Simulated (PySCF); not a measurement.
PySCF input (M06-2X/def2-TZVPD):

```python
from pyscf import gto, scf, dft

mol = gto.M(
    atom='''
    Sb    0.00257964   -0.00328867    0.34540711
    F    -1.31061602   -0.95160558   -0.65180333
    F    -0.18142934    1.61584890   -0.63579149
    F     1.47742737   -0.64560754   -0.66971215
    ''',
    basis='def2-tzvpd',
    ecp='def2-tzvp',
    charge=0,
    spin=0,
    verbose=4,
)

mf = dft.RKS(mol, xc='m062x').density_fit(auxbasis='def2-universal-jkfit')
mf.grids.level = 4
mf.conv_tol = 1e-9
mf.max_cycle = 100
mf.max_memory = 1500
mf.kernel()
if not mf.converged:
    mf = mf.newton()
    mf.kernel(mf.make_rdm1())
mf.analyze()
```

End of the output:

```
Extra cycle  E= -539.850940205131  delta_E= -1.14e-12  |g|= 6.96e-06  |ddm|= 1.03e-05
converged SCF energy = -539.850940205131
**** SCF Summaries ****
Total Energy =                        -539.850940205130883
Nuclear Repulsion Energy =             218.606634623762091
One-electron Energy =                -1273.729758032642621
Two-electron Energy =                  515.272183203749591
Two-electron Coulomb Energy =          566.014353065998080
DFT Exchange-Correlation Energy =      -50.742169862248545
HOMO-LUMO gap [eV] =                    10.263288562121833
**** MO energy ****
MO #1   energy= -25.2382791296775  occ= 2
MO #2   energy= -25.2382726404996  occ= 2
MO #3   energy= -25.2382625996596  occ= 2
MO #4   energy= -6.05488694604011  occ= 2
MO #5   energy= -4.25569848963747  occ= 2
MO #6   energy= -4.25569840424221  occ= 2
MO #7   energy= -4.24897806218166  occ= 2
MO #8   energy= -1.55071273127421  occ= 2
MO #9   energy= -1.55071255080856  occ= 2
MO #10  energy= -1.5370093096767   occ= 2
MO #11  energy= -1.53700884168365  occ= 2
MO #12  energy= -1.53242774830346  occ= 2
MO #13  energy= -1.32762044637741  occ= 2
MO #14  energy= -1.29510988114144  occ= 2
MO #15  energy= -1.29510522242616  occ= 2
MO #16  energy= -0.691505872861086 occ= 2
MO #17  energy= -0.567357074025667 occ= 2
MO #18  energy= -0.567352234597139 occ= 2
MO #19  energy= -0.549001331024509 occ= 2
MO #20  energy= -0.527750879042888 occ= 2
MO #21  energy= -0.527746280809725 occ= 2
MO #22  energy= -0.509650766903907 occ= 2
MO #23  energy= -0.509646768154626 occ= 2
MO #24  energy= -0.506218633730468 occ= 2
MO #25  energy= -0.413428891668278 occ= 2
MO #26  energy= -0.0362599905847962 occ= 0
MO #27  energy= -0.036259287887323 occ= 0
MO #28  energy= 0.0142746725142061 occ= 0
MO #29  energy= 0.0163888359140573 occ= 0
MO #30  energy= 0.076616169918245  occ= 0
MO #31  energy= 0.0766166538429743 occ= 0
MO #32  energy= 0.0987118180766413 occ= 0
MO #33  energy= 0.0987125750293239 occ= 0
MO #34  energy= 0.0991883297301787 occ= 0
MO #35  energy= 0.109736421329486  occ= 0
MO #36  energy= 0.10973662345792   occ= 0
MO #37  energy= 0.124402100145644  occ= 0
MO #38  energy= 0.141456018360595  occ= 0
MO #39  energy= 0.155714535328498  occ= 0
MO #40  energy= 0.155714777382015  occ= 0
MO #41  energy= 0.169085352714246  occ= 0
MO #42  energy= 0.169085937842959  occ= 0
MO #43  energy= 0.174591036833787  occ= 0
MO #44  energy= 0.264634491303434  occ= 0
MO #45  energy= 0.267965876699301  occ= 0
MO #46  energy= 0.267968633589639  occ= 0
MO #47  energy= 0.28056546732715   occ= 0
MO #48  energy= 0.336342980722155  occ= 0
MO #49  energy= 0.340743931477388  occ= 0
MO #50  energy= 0.340748023712411  occ= 0
MO #51  energy= 0.358484830098892  occ= 0
MO #52  energy= 0.358503003923159  occ= 0
MO #53  energy= 0.405051517891732  occ= 0
MO #54  energy= 0.431795097749412  occ= 0
MO #55  energy= 0.43181121163632   occ= 0
MO #56  energy= 0.441338353982581  occ= 0
MO #57  energy= 0.512800936454066  occ= 0
MO #58  energy= 0.512834322000456  occ= 0
MO #59  energy= 0.553286577951283  occ= 0
MO #60  energy= 0.616603973259508  occ= 0
MO #61  energy= 0.616613195358293  occ= 0
MO #62  energy= 0.661171096978293  occ= 0
MO #63  energy= 0.661175616875108  occ= 0
MO #64  energy= 0.662923673357586  occ= 0
MO #65  energy= 0.675528989273743  occ= 0
MO #66  energy= 0.675533709950124  occ= 0
MO #67  energy= 0.687419940728288  occ= 0
MO #68  energy= 0.687421932345463  occ= 0
MO #69  energy= 0.706970040473508  occ= 0
MO #70  energy= 0.741312828166759  occ= 0
MO #71  energy= 0.777641528989251  occ= 0
MO #72  energy= 0.777659817448542  occ= 0
MO #73  energy= 0.811178199470984  occ= 0
MO #74  energy= 0.869769949888363  occ= 0
MO #75  energy= 0.870314529009276  occ= 0
MO #76  energy= 0.870336804686816  occ= 0
MO #77  energy= 0.898133958113291  occ= 0
MO #78  energy= 1.01507536078064   occ= 0
MO #79  energy= 1.04802916158007   occ= 0
MO #80  energy= 1.04803256268645   occ= 0
MO #81  energy= 1.11150023872718   occ= 0
MO #82  energy= 1.11152131160288   occ= 0
MO #83  energy= 1.12232706835984   occ= 0
MO #84  energy= 1.12235555925227   occ= 0
MO #85  energy= 1.14576597474274   occ= 0
MO #86  energy= 1.14807929770128   occ= 0
MO #87  energy= 1.18320299748094   occ= 0
MO #88  energy= 1.18769817419456   occ= 0
MO #89  energy= 1.18771378388788   occ= 0
MO #90  energy= 1.24479705032297   occ= 0
MO #91  energy= 1.24481359599366   occ= 0
MO #92  energy= 1.3007480369596    occ= 0
MO #93  energy= 1.33871346964374   occ= 0
MO #94  energy= 1.33872957333627   occ= 0
MO #95  energy= 1.42497152274289   occ= 0
MO #96  energy= 1.62252713934757   occ= 0
MO #97  energy= 1.62253023707105   occ= 0
MO #98  energy= 2.24967691714495   occ= 0
MO #99  energy= 2.28562201861226   occ= 0
MO #100 energy= 2.2957044602836    occ= 0
MO #101 energy= 2.2957499201092    occ= 0
MO #102 energy= 2.31923565880882   occ= 0
MO #103 energy= 2.32082696005626   occ= 0
MO #104 energy= 2.32089640255467   occ= 0
MO #105 energy= 2.32348068922728   occ= 0
MO #106 energy= 2.32349968086886   occ= 0
MO #107 energy= 2.35245637947371   occ= 0
[...]
```
